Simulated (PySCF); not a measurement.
This PySCF input asks for the NMR shieldings of SMILES [Si](P(CC)C)(C)(C)C, C6H17PSi; the geometry comes from GFN2-xTB.

```python
import basis_set_exchange as bse
import numpy as np
from pyscf import gto, dft
from pyscf.prop import nmr

atoms = """
C     3.271737   -0.495187    0.636134
C     1.777011   -0.256917    0.806305
P     0.818494   -0.746679   -0.718477
C     1.185620    0.728845   -1.779472
Si   -1.251950   -0.159890   -0.002045
C    -1.428539    1.612336    0.715726
C    -2.428432   -0.328774   -1.497282
C    -1.738148   -1.417583    1.350772
H     3.805947   -0.254598    1.554256
H     3.672554    0.123081   -0.164729
H     3.461864   -1.537523    0.388400
H     1.399030   -0.870040    1.627670
H     1.585345    0.792121    1.045669
H     2.200304    0.651647   -2.166080
H     1.080721    1.659003   -1.224343
H     0.498981    0.725368   -2.622569
H    -2.450781    1.808572    1.024213
H    -1.158337    2.365075   -0.019233
H    -0.791213    1.752881    1.584112
H    -3.466218   -0.269642   -1.186281
H    -2.283333   -1.281880   -1.995866
H    -2.259341    0.455439   -2.228561
H    -1.245684   -1.198862    2.293102
H    -1.458342   -2.424904    1.058695
H    -2.808225   -1.407746    1.529020
"""
names = dict.fromkeys(["C", "P", "Si", "H"], "pcSseg-1")
basis = {el: gto.basis.parse(bse.get_basis(n, elements=[el], fmt="nwchem")) for el, n in names.items()}
mol = gto.M(atom=atoms, basis=basis, charge=0, verbose=0)
mf = dft.RKS(mol, xc="PBE0")
mf.grids.level = 2
mf.grids.alignment = dft.numint.BLKSIZE   # the property module wants whole blocks of grid points
mf.conv_tol = 1e-9
mf.kernel()

calc = nmr.RKS(mf)   # GIAO
C = mf.mo_coeff
Co = C[:, mf.mo_occ > 0]
resp = mf.gen_response(singlet=True, hermi=2)
def vind(x):   # induced exchange potential for any number of trial vectors
    d = np.einsum("pi,xij,qj->xpq", C, 2 * x.reshape(-1, C.shape[1], Co.shape[1]), Co, optimize=True)
    return np.einsum("xpq,pi,qj->xij", resp(d - d.transpose(0, 2, 1)), C, Co, optimize=True).ravel()
mo1, _ = nmr.rhf.solve_mo1(calc, with_cphf=vind)
sigma = calc.kernel(mo1)
for i, s in enumerate(sigma):   # ppm
    w = np.linalg.eigvalsh((s + s.T) / 2)
    print("%2d %-2s iso %8.1f  s11 %8.1f  s22 %8.1f  s33 %8.1f" % (i, mol.atom_pure_symbol(i), w.mean(), *w))
```

Question: Give the expected output.

Answer: 
```
 0 C  iso    172.0  s11    154.8  s22    172.8  s33    188.4
 1 C  iso    164.6  s11    156.1  s22    165.5  s33    172.1
 2 P  iso    446.3  s11    402.4  s22    438.5  s33    497.9
 3 C  iso    180.1  s11    164.1  s22    183.5  s33    192.7
 4 Si iso    345.1  s11    322.5  s22    341.5  s33    371.5
 5 C  iso    192.3  s11    186.1  s22    193.7  s33    197.2
 6 C  iso    188.2  s11    182.6  s22    187.4  s33    194.7
 7 C  iso    188.4  s11    183.0  s22    187.3  s33    195.0
 8 H  iso     30.2  s11     24.7  s22     27.4  s33     38.6
 9 H  iso     30.6  s11     25.1  s22     30.4  s33     36.3
10 H  iso     30.7  s11     26.0  s22     28.8  s33     37.3
11 H  iso     30.3  s11     23.6  s22     31.5  s33     35.9
12 H  iso     30.4  s11     24.2  s22     32.1  s33     34.9
13 H  iso     30.3  s11     24.8  s22     28.1  s33     38.0
14 H  iso     30.9  s11     26.0  s22     30.1  s33     36.7
15 H  iso     30.8  s11     25.4  s22     29.1  s33     37.9
16 H  iso     31.7  s11     27.1  s22     28.7  s33     39.2
17 H  iso     31.6  s11     26.7  s22     30.0  s33     38.2
18 H  iso     31.7  s11     26.6  s22     30.2  s33     38.3
19 H  iso     31.7  s11     26.9  s22     28.8  s33     39.3
20 H  iso     31.6  s11     26.9  s22     29.3  s33     38.6
21 H  iso     31.6  s11     26.9  s22     30.1  s33     37.9
22 H  iso     31.6  s11     27.0  s22     30.1  s33     37.8
23 H  iso     31.6  s11     26.9  s22     29.6  s33     38.5
24 H  iso     31.6  s11     26.8  s22     28.7  s33     39.3
```

These numbers come from an equivalent density-fitted implementation of the same equations, which agrees with the script to about 0.01 ppm for H and up to a few tenths of a ppm for heavy atoms, so last digits may differ.

Size and cost of the density-fitted run: 235 basis functions, roughly 2.4 core-minutes.
